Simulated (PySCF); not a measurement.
From computed data to an observable: entropy of an ideal gas

O₂Si, SMILES [Si](=O)[O] (connectivity only; charge and spin as stated), charge -1, multiplicity 2.

Geometry optimised at PBE0-D3(BJ)/def2-TZVPD. The isomer is the one that the SMILES or the coordinates give; other isomers of the formula were not compared.

PBE0-D3(BJ)/def2-TZVPD run with PySCF gives the harmonic wavenumbers 339, 951, 1228 cm⁻¹ and the rotational temperatures 5.3893, 0.3600, 0.3374 K. The molar mass is 60.08 g/mol, the symmetry number 2, the spin multiplicity 2.

Problem. Work out the entropy at 298.15 K and 1 atm in the rigid-rotor, harmonic-oscillator model.

Solution. 
Translation (Sackur–Tetrode at 1 atm): S = R[1.5 ln M + 2.5 ln T − 1.16487] = 159.8 J/(mol K).
Rotation: q = (√π/σ) T^1.5/√(θA θB θC) = 5640, S = R[ln q + 3/2] = 84.3 J/(mol K).
Vibration: with u = 1.4388 ν/T, each mode gives R[u/(e^u − 1) − ln(1 − e^−u)]:
```
ν (cm⁻¹)  modes     u  S (J/(mol K))
--------  -----  ----  -------------
339           1  1.64           5.09
951           1  4.59           0.48
1228          1  5.93           0.15
```
These are all the modes. Sum 5.7 J/(mol K).
Spin: R ln 2 = 5.8 J/(mol K).
Total 255.6 J/(mol K); the program's own thermochemistry gives 255.6. Translation makes up 63 % and vibration 2 %. Anharmonicity, hindered rotation and orbital degeneracy are left out.
